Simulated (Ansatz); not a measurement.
Molecule: C2H7BN, charge 0, multiplicity 2. It need not be the lowest isomer of its formula. 
Geometry from a B3LYP-D3(BJ)/def2-TZVP (Ansatz, a quantum-chemistry and plane-wave program) optimisation:
SMILES: CC[B]N
```xyz
11

C     -1.8041     0.4242    -0.3330
C     -0.5876    -0.5019    -0.1871
B      0.6229     0.1088     0.5915
N      1.9616     0.0279     0.2637
H     -1.5472     1.3295    -0.8868
H     -2.6200    -0.0694    -0.8649
H     -2.1759     0.7352     0.6445
H     -0.2605    -0.8434    -1.1815
H     -0.8928    -1.4082     0.3507
H      2.6974     0.4272     0.8222
H      2.3037    -0.4437    -0.5668
```
Charge 0, spin multiplicity 2.

Dipole moments at this geometry, in debye (magnitudes).

| level | program | dipole (D) |
|---|---|---|
| SVWN5/def2-TZVPD | Ansatz | 1.91 |
| BLYP/def2-TZVPD | Ansatz | 1.80 |
| B3LYP/def2-TZVPD | Ansatz | 1.80 |
| PBE0/def2-TZVPD | Ansatz | 1.84 |
| r2SCANh/def2-TZVPD | Ansatz | 1.82 |
| r2SCAN0/def2-TZVPD | Ansatz | 1.81 |
| CAM-B3LYP/def2-TZVPD | Ansatz | 1.83 |
| LC-wPBE/def2-TZVPD | Ansatz | 1.87 |
| CCSD(T)/aug-cc-pVDZ | Ansatz | 1.89 |
